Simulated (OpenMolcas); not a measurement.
## Mn2+ in a point-charge field

Mn2+ among 6 point charges of -1 e arranged as an octahedron (Oh), 1.93 Å from the ion.

| Quantity | Value |
| --- | --- |
| Program | OpenMolcas 26.06 |
| Method | SS-CASPT2, IPEA 0.25 Eh, imaginary shift 0.1 Eh (closed shells correlated: 3s 3p) |
| Basis | ANO-RCC-VTZP [6s5p3d2f1g] |
| Scalar Hamiltonian | DKH2, point nucleus |
| Active space | 5 electrons in 5 orbitals (3d) |
| State averaging | 2S+1 = 6 even, 1 root; 2S+1 = 4 even, 24 roots; 2S+1 = 2 even, 75 roots |
| Spin-orbit coupling | RASSI with atomic mean-field integrals over the reference wave functions |

The lowest spin-free states (labels of O, the rotations of Oh), above the lowest:

```tsv
State	Degeneracy	E (cm-1)	Free-ion L (%)
6A1	1	0	S (100)
4T1	3	26280	G (81)
4T2	3	27060	G (99)
4E	2	27570	G (100)
4A1	1	27980	G (100)
4T2	3	32430	D (97)
4E	2	33390	D (100)
4T1	3	33680	P (81)
2T2	3	38070	I (78)
2A2	1	38640	I (87)
2T2	3	39150	I (93)
2T1	3	39220	I (91)
2E	2	39730	I (98)
2A1	1	40430	I (100)
2T2	3	41170	D (55)
2E	2	42230	D (84)
2T1	3	43820	F (84)
4T1	3	44710	F (99)
2T2	3	45660	F (43)
2A2	1	46030	F (87)
```

The lowest levels with spin-orbit coupling:

```
E (cm-1)  Degeneracy  Label  2S+1               g
       0           6            6                
   26250           2     Γ7     4  2.31 2.31 2.31
   26260           4     Γ8     4                
   26280           4     Γ8     4                
   26310           2     Γ6     4  2.91 2.91 2.91
   26990           2     Γ7     4  1.71 1.71 1.71
   27040           4     Γ8     4                
   27090           2     Γ6     4  3.83 3.83 3.83
   27100           4     Γ8     4                
   27560           2     Γ7     4  2.13 2.13 2.13
   27570           4     Γ8     4                
   27570           2     Γ6     4  1.79 1.79 1.79
   27970           4     Γ8     4                
   32230           4     Γ8     4                
   32330           2     Γ6     4  1.48 1.48 1.48
   32410           4     Γ8     4                
   32530           2     Γ7     4  3.60 3.60 3.60
   33110           2     Γ7     4  1.64 1.64 1.64
   33210           4     Γ8     4                
   33330           2     Γ6     4  1.41 1.41 1.41
```

Powder χT (cm3 K/mol): 4.39 at 2 K, 4.39 at 10 K, 4.39 at 50 K, 4.39 at 100 K, 4.39 at 200 K, 4.39 at 300 K. The effective moment at 300 K is 2.828 √(χT) = 5.92 μB.

The lowest level has 2S+1 = 6, for which the spin-only value is χT = S(S+1) / 2 = 4.375 cm3 K/mol (g = 2). The computed 4.386 at 300 K differs by +0.011, little more than the free-electron g of 2.0023 accounts for.

Roots that are degenerate in the reference are averaged as groups; the widest CASPT2 spread within a group is 360 cm-1 (the 3-fold group of multiplicity 2 near 39100 cm-1 above the lowest state of its run). Shifts and gaps below about the spread of the groups concerned are not significant. Free-ion shares, where given, are those of the reference states; single-state CASPT2 does not remix them. This is an electrostatic model: the charges have no orbitals. No measured value stands beside these numbers.
